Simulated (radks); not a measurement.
Excited configurations of the iron ion Fe24+: one electron is placed in a higher orbital outside 1s1. The ground configuration is [He]. All-electron calculation, scalar-relativistic Kohn-Sham, PBE, spin-polarised, spherical densities, finite nucleus; open shells are filled with parallel spins first; Fermi nuclear charge, rms radius 3.7377 fm. Program: a radial shooting solver on a logarithmic mesh with Libxc functionals. Excitation = E - E(ground); binding = E(ion) - E, where the ion is the core of charge +25; n* = 25/sqrt(2 binding) in atomic units. These energies are relativistic, and a one-electron ion of charge +25 with no core already has n* below n in this formula (scalar-relativistic equation, point nucleus: 2s 1.989, 2p 1.995, 3d 2.998, 4s 3.986, 4d 3.996, 4f 3.998, 6s 5.985, 7s 6.985). The quantum defect is therefore taken as that value minus n*, so that it holds no relativistic shift of the bare ion.

outer orbital  excitation (eV)  binding (eV)     n*  quantum defect  eigenvalue (eV)  <r> (bohr)
2s                      6639.3        2194.4  1.969           0.021          -2153.8      0.2328
2p                      6680.3        2153.4  1.987           0.008          -2102.4      0.1971
3d                      7886.4        947.31  2.996           0.001          -925.73      0.4183
4s                      8289.6        544.10  3.953           0.033          -535.06      0.9395
4d                      8298.5        535.24  3.986           0.011          -524.82      0.8347
4f                      8301.3        532.42  3.996           0.002          -520.27      0.7181
6s                      8592.6        241.08  5.939           0.046          -237.35       2.122
7s                      8656.7        176.99  6.931           0.054          -174.32       2.892

The Delta-SCF ionisation energy is 8833.7 eV (NIST Atomic Spectra Database: 8828.2 eV, theoretical). Self-interaction in the functional shifts the binding energies and quantum defects, so they are the method's values and not measured ones.
